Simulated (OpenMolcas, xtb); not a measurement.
A ladder of methods for GaH2 (SMILES [GaH2])

GaH2: 3 atoms, total charge 0, spin state doublet. SMILES: `[GaH2]`. Geometry: a GFN2-xTB relaxation, a rough one for these elements and not checked as a minimum.

```xyz
3

Ga   -0.5453    0.3190   -0.3032
H     0.8081    1.1759    0.5882
H    -0.2628   -1.4950   -0.2850
```

Quantity: the dipole moment, in D. The values are calculated.

```
                            level            kind     program  value (D)   CPU time
                         GFN2-xTB  semi-empirical         xtb       2.37  under 2 s
                         GFN0-xTB  semi-empirical         xtb       5.65  under 2 s
                         GFN1-xTB  semi-empirical         xtb       2.53  under 2 s
                       UHF/STO-3G    Hartree–Fock  OpenMolcas       1.88      4.7 s
                        UHF/3-21G    Hartree–Fock  OpenMolcas       1.50       10 s
UHF/6-31G** (spherical functions)    Hartree–Fock  OpenMolcas       1.23      2.9 s
                     UHF/def2-SVP    Hartree–Fock  OpenMolcas       1.38      2.5 s
                 USVWN5/def2-TZVP             LDA  OpenMolcas       0.93      8.6 s
                       UPBE/3-21G             GGA  OpenMolcas       0.83      5.7 s
                   US12g/6-311G**             GGA  OpenMolcas       0.99        4 s
```

All-electron rows without a relativistic Hamiltonian named are non-relativistic. The values span 0.83 to 5.65 D. Magnitudes only: a small dipole may point the other way at some levels. Sets without polarisation functions give poor dipoles. Without the sets that lack polarisation functions the rows with a basis span only 0.93 to 1.38 D. Times are those of the runs behind each value, whatever else they computed, on shared processors of several kinds: orders of magnitude only.
